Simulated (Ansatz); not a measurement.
Consider the ligand exchange at a B–C bond: `BCB` + `O[SiH]([SiH3])Cl` → `BO[SiH]([SiH3])Cl` + `BC`.

Program: Ansatz. Geometries: PBE0-D4/def2-TZVP. ΔE: electronic, gas phase. CCSD(T)/CBS is the MP2 limit (def2-TZVPP, def2-QZVPP) plus CCSD(T) − MP2 in def2-TZVPP, frozen cores. This one scheme is used for every species. DFT in def2-TZVPP. One conformer a species, not always the lowest.

(1) Is it downhill or uphill in electronic energy at CCSD(T)/CBS, and by how much? (An estimate is asked.)

(2) What do these levels give: r2SCAN-D4, PBE0-D4, ωB97M-V, B2PLYP, r2SCAN, SCS-MP2/def2-TZVPP, CCSD/def2-TZVPP, CCSD(T)/def2-TZVPP, HF/def2-QZVPP, MP2/def2-QZVPP, MP2/CBS(def2), CCSD/CBS(def2)? (An estimate is asked.)

Largest T1 diagnostic among the species: 0.013.

## Answers

(1) Computed: Downhill: ΔE = -115.3 kJ/mol.

(2) Computed: r2SCAN-D4 -113.4, PBE0-D4 -110.7, ωB97M-V -115.4, B2PLYP -120.0, r2SCAN -112.9, SCS-MP2/def2-TZVPP -120.1, CCSD/def2-TZVPP -118.5, CCSD(T)/def2-TZVPP -117.6, HF/def2-QZVPP -129.7, MP2/def2-QZVPP -115.5, MP2/CBS(def2) -114.3, CCSD/CBS(def2) -116.2 kJ/mol.

In def2-TZVPP, CCSD(T) changes the Hartree–Fock value by +11.4 kJ/mol (the triples alone add +0.9 kJ/mol) and MP2 by +12.5 kJ/mol.
